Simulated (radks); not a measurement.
Neutral iron inside a hard spherical wall (all orbitals vanish at R), configuration held at [Ar] 3d6 4s2 and not refilled when levels cross. All-electron calculation, non-relativistic Kohn-Sham, LDA (Slater exchange, Perdew-Wang correlation), spin-polarised, spherical densities, point nucleus; open shells are filled with parallel spins first. Program: a radial shooting solver on a logarithmic mesh with Libxc functionals. Eigenvalues in eV for spin up, with the zero of energy where the potential of the charges vanishes at infinity; a dash marks a level that is unbound or too diffuse for the functional's potential to be trusted. A positive occupied level is held by the wall or, in an anion where self-interaction has pushed it up, behind a barrier. The pressure on the wall is -dE/dV.

| R (bohr) | E (hartree) | kinetic (hartree) | e(3s) | e(3p) | e(3d) | e(4s) | e(4p, empty) | e(5s, empty) | pressure (GPa) |
|---|---|---|---|---|---|---|---|---|---|
| free | -1261.21296 | 1259.695 | -92.932 | -60.982 | -9.348 | -5.711 | -1.595 | -0.048 | 0 |
| 12 | -1261.21293 | 1259.696 | -92.928 | -60.979 | -9.344 | -5.708 | -1.575 | 0.741 | 0.000518 |
| 10 | -1261.21266 | 1259.699 | -92.904 | -60.955 | -9.321 | -5.688 | -1.507 | 1.570 | 0.00823 |
| 7 | -1261.20296 | 1259.765 | -92.472 | -60.522 | -8.900 | -5.301 | -0.730 | 6.178 | 0.552 |
| 5 | -1261.11052 | 1260.196 | -90.532 | -58.592 | -7.047 | -3.148 | 2.586 | 19.760 | 11.4 |
| 3.5 | -1260.52705 | 1262.308 | -84.490 | -52.639 | -1.252 | 6.173 | 14.759 | 60.449 | 181 |
| 3 | -1259.79735 | 1264.724 | -79.559 | -47.803 | 3.702 | 16.009 | 26.603 | 95.602 | 562 |
| 2.5 | -1258.01570 | 1270.449 | -70.804 | -39.136 | 13.090 | 37.462 | 51.040 | 162.07 | 2100 |
| 2 | -1252.86176 | 1286.588 | -52.977 | -20.893 | 33.729 | 91.221 | 108.46 | 303.97 | 10300 |
